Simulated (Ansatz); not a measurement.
CH$_{5}$AlOS (`[OH][AlH][CH2]S`). Charge 0, multiplicity 1.

```xyz
9

O    -1.5596   -0.6539   -1.5430
Al   -0.0065   -0.0241   -1.3128
C     0.6955    0.2905    0.4957
S    -0.5296   -0.2002    1.7215
H    -2.1497   -0.8786   -0.8244
H     0.8414    0.2960   -2.6033
H     1.6224   -0.2786    0.6200
H     0.9461    1.3514    0.5972
H     0.1400    0.0975    2.8492
```

Question: What are the harmonic wavenumbers in cm⁻¹ at PBE0-D4/def2-TZVP (Ansatz, finite differences of forces, unscaled)? (Best estimate.)

Answer: Ansatz gave: 17, 100, 200, 276, 371, 476, 538, 601, 667, 700, 773, 855, 914, 1058, 1124, 1421, 1962, 2679, 3042, 3093, 3947.

Question: Is this a minimum?

Answer: Yes, all 21 modes are real.

Question: Give the ideal-gas thermochemistry at 298.15 K and 1 bar (rigid rotor, harmonic oscillator; point group Cs, symmetry number 1).

Answer: Zero-point energy 148.4 kJ/mol; H(298) − E = 169.1 kJ/mol; entropy 352.2 J/(mol·K), of which translation 165.3, rotation 110.7, vibration 76.2; G(298) − E = 64.1 kJ/mol. Modes under 100 cm⁻¹ are hindered rotations or soft bends, so the harmonic entropy is rough.
